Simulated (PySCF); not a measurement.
Compound: C6H10Si2.
SMILES with atom numbers: `[SiH3:1][c:2]1[cH:3][cH:4][c:5]([SiH3:6])[cH:7][cH:8]1` (hydrogens: H9, H10, H11 on Si1; H12 on C3; H13 on C4; H14, H15, H16 on Si6; H17 on C7; H18 on C8)

Geometry (PBE0-D3(BJ)/def2-SVP, Å), atoms numbered from 1 in this order:
```
atom  x, y, z in Å
Si1   -3.2787   -0.4884   -0.1042
C2    -1.4228   -0.2050   -0.0126
C3    -0.6250   -0.9132    0.8957
C4     0.7545   -0.7130    0.9492
C5     1.3846    0.2024    0.0958
Si6    3.2451    0.4649    0.1504
C7     0.5846    0.9141   -0.8125
C8    -0.7914    0.7145   -0.8657
H9    -3.6460   -1.2141   -1.3594
H10   -4.0069    0.8171   -0.0996
H11   -3.7108   -1.3056    1.0689
H12   -1.0844   -1.6330    1.5791
H13    1.3463   -1.2806    1.6731
H14    3.8102   -0.2562    1.3298
H15    3.5650    1.9214    0.2568
H16    3.8930   -0.0566   -1.0926
H17    1.0404    1.6418   -1.4909
H18   -1.3825    1.2905   -1.5842
```

Method used: TDDFT CAM-B3LYP/def2-SVPD, vertical, gas phase, core orbitals frozen in the response (PySCF 2.14.0, density-fitted response routines).

Transition dipole moments from the ground state, in atomic units and in the frame of the coordinates above (overall signs are arbitrary), for the states with f of 0.002 or more among the lowest 5:

```tsv
state	E (eV)	μx	μy	μz
S1	5.220	0.009	-0.141	0.150
S2	5.766	1.260	0.184	0.053
S3	6.420	0.031	-0.170	-0.162
S4	6.631	0.071	-0.847	0.914
S5	6.714	-2.421	-0.354	-0.100
```

Task: What oscillator strength does each state have?

Result: f = (2/3) ΔE |μ|² with ΔE in hartree (27.2114 eV).

```csv
state,|μ|² (au),|μ| (D),f
S1,0.042,0.52,0.005
S2,1.624,3.24,0.229
S3,0.056,0.60,0.009
S4,1.559,3.17,0.253
S5,5.994,6.22,0.986
```

Task: Which bond between heavy atoms lies closest to the direction of the S5 transition dipole?

Result: C3–C4, C7–C8, Si1–C2 and C5–Si6, at 0° from it; next C5–C7, C2–C3, C2–C8 and C4–C5 at 59°.

Task: What angle do the transition dipoles of S2 and S4 make?

Result: |cos θ| = |μa·μb| / (|μa| |μb|) = 0.01, so θ ≈ 89° (taken between 0 and 90°, since the signs are arbitrary).

Task: How is the summed strength of these states shared among x, y and z?

Result: (2/3) Σ ΔE μα² gives 1.189 for x, 0.149 for y and 0.145 for z, 1.483 in all.

Task: What peak molar absorption coefficient would the strongest computed level give as a lone Gaussian band 0.3 eV wide at half height?

Result: ε(max) = 2.175×10⁸ f / FWHM, with the width in cm⁻¹. S5: 2.175×10⁸ × 0.9859 / 2420 ≈ 89000 L mol⁻¹ cm⁻¹.

The vertical ionisation energy (ΔSCF) is 9.16 eV, 2.45 eV above S5.
